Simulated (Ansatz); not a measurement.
Geometry optimisation, RKS r2SCAN/def2-SVP (Ansatz).

Input:

```yaml
crystal:
  periodic: [false, false, false]
  atoms:
    - { symbol: Ta, position_ang: [0.0, 0.0, 0.0] }
    - { symbol: Cl, position_ang: [2.82, 0.0, 0.0] }
    - { symbol: F, position_ang: [0.0, 0.0, 1.93] }
    - { symbol: F, position_ang: [0.0, 0.0, -1.93] }
    - { symbol: Cl, position_ang: [-1.235, 2.139, 0.0] }
    - { symbol: F, position_ang: [-0.965, -1.6714, 0.0] }
    - { symbol: H, position_ang: [0.6622, 1.7736, -0.9088] }
    - { symbol: H, position_ang: [1.6841, 1.4782, -0.7574] }
basis:
  gaussian: { orbitals: def2-SVP }
hamiltonian:
  xc: r2scan
relax:
  f_tol: 0.15
  max_steps: 25
  restrain:
    - { distance: [0, 6], at: 3.0, k: 30.0 }
    - { distance: [7, 1], at: 2.57, k: 30.0 }
    - { distance: [0, 1], at: 2.47, k: 30.0 }
    - { distance: [7, 6], at: 0.66, k: 30.0 }
```

Launched with:

```bash
$ ansatz run input.yaml --threads 4 --pin off --max-ram 5120MiB --backend cpu --events-out ev --progress --plain --runs-dir out
```

Problem. Where does it end, and by what steps?

Solution. It converged. The restraints hold the end off the free minimum. After 6 steps the energy has fallen by 2.584 eV (the restraints' own energy left out); H7 moved furthest, 0.81 Å. Parted: Ta1–H7 (2.10 → 3.01 Å). Joined: H7–H8 (1.07 → 0.72 Å).

```json
{"step": "0", "energy less start (eV)": "0.0000", "largest force component (eV/Å)": "3.528", "accepted": "yes"}
{"step": "1", "energy less start (eV)": "-0.7359", "largest force component (eV/Å)": "3.250", "accepted": "yes"}
{"step": "2", "energy less start (eV)": "-1.0811", "largest force component (eV/Å)": "4.624", "accepted": "yes"}
{"step": "3", "energy less start (eV)": "-1.7288", "largest force component (eV/Å)": "3.954", "accepted": "yes"}
{"step": "4", "energy less start (eV)": "-2.4535", "largest force component (eV/Å)": "1.792", "accepted": "yes"}
{"step": "5", "energy less start (eV)": "-2.5660", "largest force component (eV/Å)": "1.466", "accepted": "yes"}
{"step": "6", "energy less start (eV)": "-2.5837", "largest force component (eV/Å)": "1.421", "accepted": "yes"}
```

```xyz
8
Properties=species:S:1:pos:R:3
Ta -0.032 -0.128 0.050
Cl 2.383 -0.291 0.018
F 0.070 -0.044 1.930
F -0.049 -0.233 -1.828
Cl -1.379 1.724 0.034
F -0.976 -1.712 0.157
H 1.172 2.379 -1.091
H 1.777 2.025 -0.937
```

Run time: 32 s on 4 threads of Arm Neoverse V1, on a shared host, peak memory 0.22 GiB.
